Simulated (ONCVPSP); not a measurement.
## Wu-Cohen ONCV dataset for ruthenium (Ru), non-relativistic all-electron reference.

Ru (Z = 44), optimised norm-conserving Vanderbilt (ONCV), made with ONCVPSP 4.0.1 (Wu-Cohen, non-relativistic). Core [Ar] 3d10, reference 4s2 4p6 4d7 5p1. Waves: 4s: rc 1.70 bohr, ncon 4, nbas 7, qcut 9.2 1/bohr, 2 projectors, debl 0.3 Ha; 4p+5p: rc 1.65 bohr, ncon 3, nbas 7, qcut 9.8 1/bohr, 2 projectors; 4d: rc 1.50 bohr, ncon 4, nbas 8, qcut 7.4 1/bohr, 2 projectors, debl 0.85 Ha. Local part: polynomial inside 1.45 bohr (lpopt 5, dvloc0 4 Ha). Core correction: polynomial model core, fcfact 0.3.

In the s channel the program set the typed energies aside and used -2.683, 0.250 Ha.

Poles of the logarithmic derivatives, all-electron (AE) and pseudo (PS). s: poles at -2.3 (AE) and -2.3 (PS) Ha. p: poles at -1.0 (AE) and -1.0 (PS) Ha. d: poles at 1.6 (AE) and 1.6 (PS) Ha. Test radii: s 1.72, p 1.67, d 1.52 bohr.

* Cutoffs needed: 26 Ha and 33 Ha (the cutoffs (Ha) at which the residual kinetic energy of the hardest occupied pseudo-wave falls to 1 and 0.1 mHa per electron)
* Ghost test: no bound ghost flagged; no localised positive-energy state flagged
* Largest excitation error: +0.4 meV (all-electron minus pseudo) for 4s2 4p6 4d6 5p0, out of 4 test configurations
* rms error of d²Exc/dni dnj: 2.33 mHa without and 0.52 mHa with the model core
